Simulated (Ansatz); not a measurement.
Si₁₁H₁₈, a cluster cut from hexagonal silicon. Total charge 0; triplet. Geometry PBE-D4/def2-SVP, that of the neutral singlet.

```csv
atom,x (Å),y (Å),z (Å)
Si1,-0.444,2.611,-1.105
Si2,-1.865,1.334,0.271
Si3,-1.002,-1.117,-2.638
Si4,-2.149,-0.849,-0.602
Si5,-0.897,1.262,2.416
Si6,-1.463,-2.487,0.941
Si7,1.607,1.479,-1.342
Si8,1.283,-0.578,-2.461
Si9,2.595,1.126,0.765
Si10,1.139,0.086,2.295
Si11,0.751,-2.162,1.672
H12,-1.071,2.817,-2.462
H13,-0.214,3.963,-0.476
H14,-3.221,1.996,0.351
H15,-1.625,-0.207,-3.667
H16,-1.154,-2.542,-3.113
H17,-3.623,-1.052,-0.869
H18,-0.649,2.667,2.905
H19,-1.824,0.575,3.389
H20,-2.372,-2.429,2.144
H21,-1.597,-3.853,0.313
H22,2.553,2.325,-2.163
H23,1.868,-0.482,-3.848
H24,2.006,-1.683,-1.733
H25,3.024,2.458,1.331
H26,3.825,0.268,0.594
H27,1.805,0.097,3.651
H28,1.706,-2.569,0.579
H29,1.007,-3.054,2.862
```

Single mean-field runs in def2-TZVP are fitted with def2-universal-jkfit. At PBE0-D4/def2-TZVP a singlet of charge 0 lies 4.66 eV below the triplet at the same geometry.

(1) Estimate the α-spin orbital energies around the gap (eV) in Ansatz with PBE-D4/def2-TZVP, PBE0-D4/def2-TZVP.

## Answers

(1) 
```csv
orbital,PBE-D4/def2-TZVP,PBE0-D4/def2-TZVP
HOMO−5,-7.06,-8.12
HOMO−4,-6.89,-8.00
HOMO−3,-6.88,-7.93
HOMO−2,-6.74,-7.74
HOMO−1,-6.72,-7.62
HOMO,-2.44,-2.88
LUMO,-1.91,-1.22
LUMO+1,-1.77,-1.04
LUMO+2,-1.66,-0.93
LUMO+3,-1.64,-0.85
LUMO+4,-1.50,-0.79
LUMO+5,-1.50,-0.74
β HOMO,-6.61,-7.52
β LUMO,-6.52,-6.32
```
